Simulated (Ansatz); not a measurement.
Cartesian coordinates in Å:
```
C 1.321 1.587 -0.693
C 0.315 1.147 -0.203
Se -1.244 0.567 0.550
B -0.945 -1.351 0.506
F 0.154 -1.877 0.021
H 2.216 1.967 -1.127
H -1.817 -2.039 0.945
```

Charge 0, multiplicity 1.

Task: List the ωB97M-V/def2-TZVPP orbital energies in eV (Ansatz). (An estimate is asked.)

Result: Computed: Occupied: -12369.04, -1589.31, -1424.08, -1424.03, -1424.01, -678.43, -282.26, -281.74, -218.77, -190.29, -161.75, -161.55, -161.48, -61.64, -61.59, -61.52, -61.37, -61.36, -37.30, -24.89, -22.90, -18.79, -17.70, -16.56, -16.11, -15.93, -13.53, -12.18, -12.01, -10.28, -9.33. Lowest empty: 0.83, 1.98, 2.34, 2.68, 3.13, 3.38, 3.57, 4.14.
